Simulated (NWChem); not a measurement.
System: GeH$_{3}$O$_{3}$F; SMILES [OH][Ge]([OH])([F])[OH]

The following NWChem deck was run.

```
start job
memory heap 200 mb stack 700 mb global 900 mb
geometry units angstroms noautoz
  O     -1.178249    -0.996095    -0.776325
  Ge    -0.029237     0.032842     0.099859
  O      1.591584    -0.326798    -0.509946
  O     -0.294773     1.773775    -0.032035
  F     -0.221392    -0.354614     1.779290
  H     -1.967616    -1.155542    -0.233046
  H      1.612316    -1.235568    -0.853292
  H      0.364817     2.146094    -0.640636
end
basis spherical
  * library 6-31g*
end
dft
  xc xpbe96 cpbe96
  iterations 150
  mulliken
end
task dft energy
```

Coordinates come from a B3LYP/6-31G* (spherical d) optimisation.

Problem. Predict the main results of this run. (PBE/6-31G* (spherical d).) Quantities: energy (Ha); highest occupied level (eV); orbital gap (eV); dipole (D).

Solution. 
```
Quantity                       Result
---------------------------  --------
energy (Ha)                  -2403.48
highest occupied level (eV)     -7.30
orbital gap (eV)                 5.78
dipole (D)                       1.67
```
